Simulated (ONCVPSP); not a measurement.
# Reading a pseudo-wave (copper (Cu))

Columns: radius, all-electron u(r) and pseudo u(r) of the 3p shell (level -80.75 eV) of copper in the configuration [Ne] 3s2 3p6 3d10; LDA (Perdew-Wang 92), scalar-relativistic, ONCV scheme, ONCVPSP 4.0.1.

```
r (bohr)  all-electron  pseudo
   0.075       -0.5121  0.0521
   0.150       -0.6171  0.1972
   0.225       -0.2384  0.4072
   0.300        0.2705  0.6435
   0.375        0.7087  0.8668
   0.450        1.0107  1.0461
   0.525        1.1776  1.1629
   0.600        1.2386  1.2140
   0.675        1.2247  1.2061
   0.750        1.1636  1.1535
   0.825        1.0758  1.0716
   0.900        0.9755  0.9742
   0.975        0.8721  0.8719
   1.050        0.7714  0.7714
   1.125        0.6768  0.6768
   1.200        0.5900  0.5900
   1.275        0.5118  0.5118
   1.350        0.4421  0.4421
   1.425        0.3806  0.3806
   1.500        0.3268  0.3268
   1.575        0.2799  0.2799
   1.650        0.2392  0.2392
   1.725        0.2042  0.2042
   1.800        0.1740  0.1740
   1.875        0.1480  0.1480
   1.950        0.1258  0.1258
```

(1) How many radial nodes do the two functions have?

(2) At about which radius was the pseudo-wave matched?

(3) Is the pseudo-wave norm-conserving?

Answers

(1) The all-electron 3p function has n − l − 1 = 1; the pseudo-wave has 0, since the states of the same l below it are removed with the core.

(2) 1.10 bohr. The columns agree to 0.0005 from 0.97 bohr on; several derivatives are matched, so the curves merge somewhat inside the radius.

(3) Yes: the ONCV scheme keeps the norm inside the radius equal to the all-electron one, which fixes the energy derivative of the logarithmic derivative at the level.
